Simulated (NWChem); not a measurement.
System: CHBrClF; SMILES Br[C@H](Cl)F

Here is an NWChem input.

```
start job
memory heap 200 mb stack 900 mb global 1100 mb
geometry units angstroms noautoz
  F      1.642949     0.786646    -0.184777
  C      0.464640     0.577382     0.424015
  Cl    -0.693648     1.843566    -0.061970
  Br    -0.180384    -1.226168    -0.026569
  H      0.582043     0.612309     1.504982
end
basis spherical
  * library def2-svp
end
dft
  xc xwpbe 1.00 cpbe96 1.0 hfexch 1.00
  cam 0.1 cam_alpha 0.0 cam_beta 1.0
  iterations 150
  vectors input atomic output neutral.movecs
end
task dft energy
charge 1
dft
  odft
  mult 2
  vectors input atomic output cation.movecs
end
task dft energy
```

Coordinates come from a B3LYP/6-31G* (spherical d) optimisation.

Ions are spin-unrestricted doublets at the neutral geometry; other ion states weren't tried. Functional: LC-ωPBE (HJS hole) with def2-SVP; the question gives the range parameter ω in 1/bohr.

Task: Predict the main results of this run. (LC-wPBE (HJS exchange hole, range parameter 0.1 per bohr)/def2-SVP, vertical spin-unrestricted ions.) Quantities: vertical ionisation energy, ΔSCF (eV); −ε(HOMO) (eV).

Result: The vertical ionisation energy, ΔSCF (eV) is 10.88 and the −ε(HOMO) (eV) is 8.53.
